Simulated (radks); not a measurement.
The numbers below are computed, except where a source is named.
Question: These are the eigenvalues of the occupied orbitals of an atom or ion with whole-number occupations (Ry). Level of theory: non-relativistic Kohn-Sham, TPSS, spin-polarised, spherical densities, point nucleus; meta-GGA in the generalised Kohn-Sham scheme (a radial shooting solver on a logarithmic mesh with Libxc functionals).

orbital  eigenvalue
1s        -4102.145
2s        -706.5654
2p        -676.8125
3s        -198.1568
3p        -184.7389
3d        -159.8370
4s        -75.30744
4p        -69.68657
4d        -59.59807

Which element is it, and in what charge state? The configuration may be excited. Open shells, if any, are filled with parallel spins first.

Answer: Z = 69, thulium, charge +23: Tm23+ in [Kr] 4d10. The list shows which subshells hold electrons but not how many an open one holds; the 1s level, -2051.1 hartree, gives Z - s = 64.0 by -(Z - s)^2/2, which with screening narrows Z to a few neighbours, and the depths of the outer levels then fix element, charge and occupations together.
